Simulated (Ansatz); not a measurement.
Cost and result for the atomization energy of `C#[C][SnH]([C]#C)[C]#C` (11 atoms, 10 bonds).

```xyz
11

C     1.8795    0.7413    2.3505
C     1.0355    0.2956    1.6143
Sn   -0.4304   -0.4925    0.3812
C    -1.5811    1.0686   -0.3464
C    -2.2697    1.9668   -0.7609
C     0.4943   -1.4244   -1.2210
C     1.0209   -1.9867   -2.1480
H     2.6288    1.1391    2.9964
H    -1.3942   -1.5941    1.2337
H    -2.8733    2.7645   -1.1299
H     1.4897   -2.4782   -2.9698
```

Charge 0, multiplicity 1. Correlated methods include outer-core shells of Sn, which these sets cover unevenly. Sn: def2 effective core potential. Geometry: relaxed with PBE0-D4/def2-TZVP. Program: Ansatz. All runs use 4 threads of an Arm Neoverse V1 on a shared host. Times are those of one run each, without the atoms' runs, and a repeat can differ threefold. Electronic energies, without spin–orbit coupling; frozen cores. CCSD(T)/CBS adds CCSD(T) − MP2 in def2-TZVPP to the MP2 limit, and its time is that of the two runs behind it. T1 = 0.014. With those shells the extrapolation isn't a true limit. B3LYP takes the VWN-RPA correlation (the form of Gaussian; ORCA's B3LYP/G). HSE06 is the plane-wave form, built on full-range PBE exchange.

CCSD(T)/CBS is a level of theory with its own doubt, some kJ/mol a heavy atom from the limit and from the frozen cores, so smaller differences don't rank the functionals.

```json
{"level": "LDA (SPW92)/def2-TZVPP", "functions": "292", "wall time": "1.7 s"}
{"level": "BLYP-D4/def2-TZVPP", "functions": "292", "wall time": "2.9 s"}
{"level": "PBE-D4/def2-TZVPP (with forces)", "functions": "292", "wall time": "3.4 s"}
{"level": "CAM-B3LYP-D4/def2-TZVPP", "functions": "292", "wall time": "4.7 s"}
{"level": "HSE06-D4/def2-TZVPP", "functions": "292", "wall time": "4.8 s"}
{"level": "r2SCAN-D4/def2-TZVPP (with forces)", "functions": "292", "wall time": "6.5 s"}
{"level": "B3LYP-D4/def2-TZVPP (with forces)", "functions": "292", "wall time": "7.5 s"}
{"level": "PBE-QIDH/def2-TZVPP", "functions": "292", "wall time": "9 s"}
{"level": "ωB97M-V/def2-TZVPP (with forces)", "functions": "292", "wall time": "16 s"}
{"level": "CCSD(T)/def2-SVP", "functions": "130", "wall time": "20 s"}
{"level": "MP2/def2-QZVPP", "functions": "544", "wall time": "33 s"}
{"level": "CCSD(T)/def2-TZVPP", "functions": "292", "wall time": "18 min"}
{"level": "CCSD(T)/CBS(def2)", "functions": "–", "wall time": "19 min"}
```

(1) What atomization energy does each give, and how far from CCSD(T)/CBS? (Estimate.)

## Answers

(1) Ansatz gave: 
```tsv
level	atomization (kJ/mol)	difference from CCSD(T)/CBS	per bond
LDA (SPW92)/def2-TZVPP	5511.6	718.5	71.8
BLYP-D4/def2-TZVPP	4782.1	-11.0	-1.1
PBE-D4/def2-TZVPP (with forces)	4935.8	142.7	14.3
CAM-B3LYP-D4/def2-TZVPP	4766.2	-26.9	-2.7
HSE06-D4/def2-TZVPP	4807.4	14.3	1.4
r2SCAN-D4/def2-TZVPP (with forces)	4770.1	-23.0	-2.3
B3LYP-D4/def2-TZVPP (with forces)	4753.8	-39.3	-3.9
PBE-QIDH/def2-TZVPP	4775.0	-18.1	-1.8
ωB97M-V/def2-TZVPP (with forces)	4780.6	-12.5	-1.3
CCSD(T)/def2-SVP	4540.4	-252.7	-25.3
MP2/def2-QZVPP	4897.0	103.9	10.4
CCSD(T)/def2-TZVPP	4666.5	-126.6	-12.7
CCSD(T)/CBS(def2)	4793.1	0.0	0.0
```

From PBE to PBE0 (25 % exact exchange), in def2-TZVPP and without D4, the atomization energy moves by −127.8 kJ/mol: exact exchange takes away binding that semilocal exchange gives to molecules. At CCSD(T), def2-SVP lies −252.8 kJ/mol from the extrapolated value and def2-TZVPP −126.6 kJ/mol: correlation converges slowly with the basis, and small sets miss more of it in the bonded molecule than in its fragments. The D4 term adds +43.9 kJ/mol with B3LYP and +23.5 kJ/mol with PBE0; it sums over pairs of atoms, weighted by their polarisabilities, and B3LYP, whose exchange is more repulsive, gets the larger term.

Spin–orbit coupling would lower the free Sn atoms strongly, and the atomization energy with them, by more than many differences here. For some Ge, Se and Sn compounds the MP2-based and the directly extrapolated limit differ by 10 to 25 kJ/mol.
